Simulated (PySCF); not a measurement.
Multinuclear NMR of C₇H₉N

Molfile (atoms numbered from 1):
```
C7H9N
     RDKit          3D

 17 17  0  0  0  0  0  0  0  0999 V2000
    2.6251   -0.1676   -0.3571 C   0  0  0  0  0  0  0  0  0  0  0  0
    1.5940    0.5345    0.3648 N   0  0  0  0  0  0  0  0  0  0  0  0
    0.2558    0.2439    0.2081 C   0  0  0  0  0  0  0  0  0  0  0  0
   -0.2333   -0.4812   -0.8803 C   0  0  0  0  0  0  0  0  0  0  0  0
   -1.5919   -0.6911   -1.0260 C   0  0  0  0  0  0  0  0  0  0  0  0
   -2.4906   -0.1962   -0.0976 C   0  0  0  0  0  0  0  0  0  0  0  0
   -2.0137    0.5218    0.9877 C   0  0  0  0  0  0  0  0  0  0  0  0
   -0.6609    0.7400    1.1410 C   0  0  0  0  0  0  0  0  0  0  0  0
    3.5947    0.2108   -0.0396 H   0  0  0  0  0  0  0  0  0  0  0  0
    2.5977   -1.2521   -0.1892 H   0  0  0  0  0  0  0  0  0  0  0  0
    2.5202    0.0207   -1.4266 H   0  0  0  0  0  0  0  0  0  0  0  0
    1.8479    0.8226    1.2976 H   0  0  0  0  0  0  0  0  0  0  0  0
    0.4465   -0.8829   -1.6151 H   0  0  0  0  0  0  0  0  0  0  0  0
   -1.9510   -1.2545   -1.8756 H   0  0  0  0  0  0  0  0  0  0  0  0
   -3.5495   -0.3704   -0.2155 H   0  0  0  0  0  0  0  0  0  0  0  0
   -2.7024    0.9116    1.7234 H   0  0  0  0  0  0  0  0  0  0  0  0
   -0.2955    1.3022    1.9900 H   0  0  0  0  0  0  0  0  0  0  0  0
  1  2  1  0
  2  3  1  0
  3  4  2  0
  4  5  1  0
  5  6  2  0
  6  7  1  0
  7  8  2  0
  8  3  1  0
  1  9  1  0
  1 10  1  0
  1 11  1  0
  2 12  1  0
  4 13  1  0
  5 14  1  0
  6 15  1  0
  7 16  1  0
  8 17  1  0
M  END
```

All values are calculated (PySCF): GFN2-xTB geometry, shielding tensors at PBE0/pcSseg-1 (GIAO). Single conformer, in vacuum, fast rotation and ring inversion assumed for equivalent nuclei, non-relativistic Hamiltonian.

Question: What are the $^{15}$N shifts?

Answer: 
| atoms | environment | σ (ppm) | δ (ppm) |
| --- | --- | --- | --- |
| N2 | aniline-type nitrogen | 191.1 | -324.1 |

Shieldings were converted by a linear fit to measured shifts: $^{15}$N (scatter 6.3 ppm rms vs CH3NO2, solution or neat liquid). A few per cent of atoms miss by over 2 rms, more outside the fitted compound classes.

On a 300 MHz spectrometer $^{15}$N resonates near 30.4 MHz, so 1 ppm is 30.4 Hz.
